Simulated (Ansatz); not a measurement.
Two structures of AlAsH$_{6}$O, closed shell, reached by relaxing down either side of one saddle point (PBE0-D4/def2-TZVP). Energies are electronic, without zero-point energy. Ansatz 0.2.0; basis: def2-TZVPP and def2-QZVPP; cores frozen in the correlated methods. Filled d shells of the heavier atoms are correlated. The def2 sets are not built for correlating such inner shells, so the correlated values are less sure here. Extrapolation: Hartree–Fock as exp(−7.88 √X), correlation as X^−2.97. First:

Al1  (-1.232, -0.467, 0.389)
O2  (-1.867, 0.980, -0.287)
H3  (-1.305, -1.811, -0.469)
H4  (-1.118, -0.496, 1.973)
H5  (1.949, 1.327, 0.573)
As6  (1.382, 0.063, -0.024)
H7  (-2.199, 1.001, -1.183)
H8  (2.474, -0.867, 0.449)
H9  (1.917, 0.270, -1.421)
(Å)

Second:

Al1  (-0.626, -0.843, 0.336)
O2  (-0.912, 1.122, -0.036)
H3  (-1.497, -1.390, -0.887)
H4  (-1.148, -1.011, 1.827)
H5  (-0.046, 1.540, -0.143)
As6  (1.827, -0.919, 0.050)
H7  (-1.406, 1.264, -0.853)
H8  (2.024, 0.314, 0.931)
H9  (1.783, -0.077, -1.225)
(Å)

**Question.** Which bonds change from the first to the second?

**Answer.** AlH₃O ([OH][AlH2]) + AsH₃ → AlAsH₄ ([AlH2][AsH2]) + H₂O (still joined by a long Al–O bond); bonds formed: O2–H5; dative contacts that become bonds: Al1–As6; bonds broken: H5–As6; bonds weakened to dative contacts: Al1–O2.

**Question.** Give the saddle point's structure and its height above each. (To be estimated.)

**Answer.** The calculation gives: 113.0 kJ/mol above the first and 85.5 kJ/mol above the second (CCSD(T) at an estimated basis limit (MP2 extrapolated from triple and quadruple zeta, plus CCSD(T) − MP2 in triple zeta)).
Al1  (-1.012, -0.682, 0.337)
O2  (-1.010, 1.118, 0.021)
H3  (-1.526, -1.527, -0.901)
H4  (-1.213, -1.049, 1.858)
H5  (0.243, 0.712, -0.091)
As6  (1.585, -0.545, 0.023)
H7  (-1.342, 1.453, -0.818)
H8  (2.265, 0.495, 0.884)
H9  (2.010, 0.025, -1.313)
(Å)

The T1 diagnostic stays at or below 0.012.

Labels in which every atom is bracketed show which atoms are joined, not bond orders.

For scale, one of the runs: CCSD(T)/def2-TZVPP, 205 basis functions, launched by `ansatz run in.yaml --threads 4 --pin off --events-out ev --progress --plain --max-ram 9574MiB`. Time: 59 s of wall clock on 4 CPU threads of an Arm Neoverse V2; the host was shared. Peak host memory: 2.6 GiB.
